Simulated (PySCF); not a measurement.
C9H11B.
Z-matrix (Å and degrees, PBE0-D3(BJ)/def2-SVP geometry), rows numbered from 1:
```
C 
C   1  1.3356
C   2  1.4906  1  126.37
B   3  1.6000  2  116.68  1   105.71
C   4  1.5324  3  120.14  2   -16.43
C   5  1.3723  4  129.28  3  -178.85
C   6  1.4233  5  129.46  4     0.02
C   7  1.3726  6  129.96  5     0.50
C   8  1.4233  7  129.88  6    -0.06
C   9  1.3717  8  129.32  7    -0.43
H   1  1.0957  2  121.56  3     1.97
H   1  1.0932  2  121.49  3  -178.21
H   2  1.0988  1  117.89  3   177.92
H   3  1.1059  2  110.18  1  -130.59
H   3  1.1077  2  110.08  1   -15.12
H   5  1.0980  4  116.64  3     0.86
H   6  1.0976  5  117.07  4   179.98
H   7  1.0949  6  114.77  5  -179.71
H   8  1.0949  7  115.34  6   179.87
H   9  1.0974  8  113.52  7   179.75
H  10  1.0994  4  116.90  3    -1.33
```

Computed with PySCF at PBE0/pcSseg-1, non-relativistic, on one gas-phase PBE0-D3(BJ)/def2-SVP geometry that isn't relaxed in the solvent. The solvent is an IEF-PCM continuum (cavity from Bondi-type radii × 1.2). Only the electrostatic response of the medium enters.

```csv
run,E − E(gas) (kcal/mol),HOMO (eV),HOMO–LUMO gap (eV),dipole (D)
gas,0.00,-6.87,4.86,2.20
P,-1.36,-6.90,4.93,2.49
Q,-2.56,-6.95,4.98,2.75
```

Q: The runs were made in chloroform and cyclohexane. Which run belongs to which solvent?

A: P = cyclohexane, Q = chloroform. The dielectric constants are 2.017 (cyclohexane), 4.711 (chloroform), and the energy falls further as ε rises. In this model the ground state sees the solvent through ε alone.

Q: How constant is the ratio of the lowering to (ε − 1)/(2ε + 1)?

A: 
```csv
solvent,(ε − 1)/(2ε + 1),E − E(gas) (kcal/mol),ratio (kcal/mol),polarisation term (kcal/mol)
cyclohexane,0.202,-1.36,-6.7,-1.43
chloroform,0.356,-2.56,-7.2,-2.81
```

The ratio changes by +6.9 % in size from cyclohexane to chloroform. The polarisation term is half the interaction of the solute with the induced surface charges.
